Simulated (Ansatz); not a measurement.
Isolated molecules relaxed with PBE0-D4/def2-TZVP in Ansatz; ΔE leaves out vibrations. CBS: MP2 limit from def2 TZ/QZ plus the TZ coupled-cluster correction, frozen cores. This one scheme is used for every species, atoms too. Functionals use def2-TZVPP. HSE06 is defined as in plane-wave codes. No spin–orbit coupling; open shells (•) take unrestricted orbitals. Spin–orbit coupling would lower the free atoms: a little for C; clearly for Ga. For Ga outer-core shells are correlated without core-valence functions, so the limit isn't a true one: a few kJ/mol of doubt a bond, and 10 to 20 or more in all where bonds break to atoms. Scalar relativity is left out up to krypton.

Consider the atomization: `C[NH][GaH2]` → C• + Ga• + 6 H• + N•.

| level | ΔE (kJ/mol) | difference from CCSD(T)/CBS |
| --- | --- | --- |
| LDA (SPW92) | 3242.4 | 384.4 |
| r2SCAN0-D4 | 2809.4 | -48.6 |
| HSE06-D4 | 2839.4 | -18.6 |
| BHLYP-D4 | 2779.9 | -78.1 |
| PBE-QIDH | 2824.9 | -33.1 |
| BLYP | 2807.1 | -50.9 |
| r2SCAN | 2842.2 | -15.8 |
| r2SCAN0 | 2805.5 | -52.5 |
| HSE06 | 2828.5 | -29.5 |
| BHLYP | 2762.7 | -95.3 |
| HF/def2-SVP | 2054.6 | -803.4 |
| CCSD/def2-SVP | 2677.0 | -181.0 |
| CCSD(T)/def2-SVP | 2701.9 | -156.1 |
| HF/def2-TZVPP | 2032.1 | -825.9 |
| SCS-MP2/def2-TZVPP | 2816.1 | -41.9 |
| CCSD/CBS(def2) | 2822.3 | -35.7 |
| CCSD(T)/CBS | 2858.0 | 0 |

Largest T1 diagnostic among the species: 0.015.

From r2SCAN to r2SCAN0 (25 % exact exchange), in def2-TZVPP and without D4, ΔE moves by −36.7 kJ/mol: exact exchange takes away binding that semilocal exchange gives to molecules. The D4 term adds +22.7 kJ/mol with B3LYP and +11.7 kJ/mol with PBE0; it sums over pairs of atoms, weighted by their polarisabilities, and B3LYP, whose exchange is more repulsive, gets the larger term.

B3LYP here is the variant with VWN-RPA as its local correlation; programs differ in this.

For atomizations the MP2-based limit and the directly extrapolated one differ by several kJ/mol either way, and by 10 to 25 for some Ge, Se and Sn compounds, so smaller differences from it don't rank the levels.
